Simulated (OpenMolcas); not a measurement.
# Ti2+ in KCdF3: curves along the breathing mode

Ti2+ with its 6 nearest fluoride ions, on the Cd site of idealised cubic KCdF3 (a = 4.302 Å, distance in the model lattice 2.151 Å). The rest of the host is ab initio model potentials to 7.6 Å, with orthogonalisation functions on the cations behind the ligands, and point charges beyond; the distance is set by hand and nothing relaxes. Ligand basis ANO-RCC-VDZP.

```json
{"Program": "OpenMolcas", "Method": "SS-CASPT2, IPEA 0.25 Eh, imaginary shift 0.1 Eh (closed shells correlated: 3s 3p and the ligand valence shells)", "Basis": "ANO-RCC-VDZP [5s4p2d1f]", "Scalar Hamiltonian": "DKH2, point nucleus", "Active space": "2 electrons in 5 orbitals (3d)", "State averaging": "2S+1 = 3 even, 10 roots; 2S+1 = 1 even, 15 roots", "Spin-orbit coupling": "state interaction with AMFI integrals over the reference wave functions"}
```

Spin-free energies (labels of O, the rotations of Oh) in cm-1 above the lowest fitted minimum, as all ligands move together:

```json
{"R (Å)": "2.021", "3T1": "50", "1T2": "9600", "1E": "9930", "3T2": "16030", "1A1": "20440", "3T1(2)": "24940", "1T2(2)": "27350"}
{"R (Å)": "2.068", "3T1": "760", "1T2": "10290", "1E": "10700", "3T2": "15120", "1A1": "20990", "3T1(2)": "24080", "1T2(2)": "26480"}
{"R (Å)": "2.116", "3T1": "3840", "1T2": "13380", "1E": "13870", "3T2": "16740", "1A1": "23930", "3T1(2)": "25790", "1T2(2)": "28140"}
{"R (Å)": "2.163", "3T1": "9270", "1T2": "18660", "1E": "19210", "3T2": "20710", "1A1": "29030", "3T1(2)": "29830", "1T2(2)": "32240"}
{"R (Å)": "2.211", "3T1": "16750", "1T2": "26280", "1E": "26910", "3T2": "27210", "1A1": "36490", "3T1(2)": "36400", "1T2(2)": "38790"}
{"R (Å)": "2.259", "3T1": "26720", "1T2": "36230", "1E": "36930", "3T2": "36190", "1A1": "46260", "3T1(2)": "45230", "1T2(2)": "47790"}
{"R (Å)": "2.306", "3T1": "38900", "1T2": "48380", "1E": "49110", "3T2": "47460", "1A1": "58210", "3T1(2)": "56740", "1T2(2)": "58940"}
```

Cubic fits give the following; the wavenumber is harmonic, with the mass of all moving ligands, small differences in it between states hang on the degree of the fit, a number in brackets counts states of one label, and the table is a selection of at most 14 states with clean curves.

| State | R0 (Å) | Breathing mode (cm-1) | Minimum (cm-1) |
| --- | --- | --- | --- |
| 3T1 | 2.027 | 540 | 0 |
| 1T2 | 2.029 | 543 | 9560 |
| 1E | 2.027 | 544 | 9900 |
| 3T2 | 2.062 | 566 | 15120 |
| 1A1 | 2.032 | 542 | 20370 |
| 3T1(2) | 2.060 | 559 | 24120 |
| 1T2(2) | 2.061 | 574 | 26460 |
| 3A2 | 2.092 | 588 | 30610 |
| 1T1 | 2.061 | 567 | 29280 |
| 1E(2) | 2.091 | 588 | 42250 |
| 1A1(2) | 2.088 | 585 | 55680 |

The minimum of 3T2 is shifted by +0.0343 Å against 3T1 (from the unrounded fits). With M = 114.0 u for the moving shell, the Huang-Rhys factor in this mode is S = M ω ΔR² / 2ħ = 0.01483 × 114.0 × 540 × 0.0343² = 1.07. Only the first shell moves, against a rigid host.

Roots that are degenerate in the reference are averaged as groups; the widest CASPT2 spread within a group is 310 cm-1 (the 3-fold group of multiplicity 1 near 20000 cm-1 above the lowest state of its run, R = 2.306). Shifts and gaps below about the spread of the groups concerned are not significant. Over all roots computed the reference weight is 0.74 to 0.75 in R = 2.021, 0.74 to 0.75 in R = 2.068, 0.74 to 0.75 in R = 2.116, 0.74 to 0.75 in R = 2.163, 0.74 to 0.75 in R = 2.211, 0.74 to 0.75 in R = 2.259, 0.74 to 0.75 in R = 2.306; a low but even weight reflects the number of correlated electrons. An orbital triplet at a regular site is open to Jahn-Teller coupling, which can distort the site and quench the lowest spin-orbit gaps and is left out. Ligand-to-metal charge-transfer states are missing. With no ligand orbital active B as a rule stays too high, so bands that hang on it stand too high and its fall with covalency is understated. With one d shell and no ligand orbital active, 10Dq can be off by tens of per cent for divalent 3d ions, low with halides held by bare charges and at times high in hosts. Free-ion shares, where given, are those of the reference states; single-state CASPT2 does not remix them. No measured value stands beside these numbers.
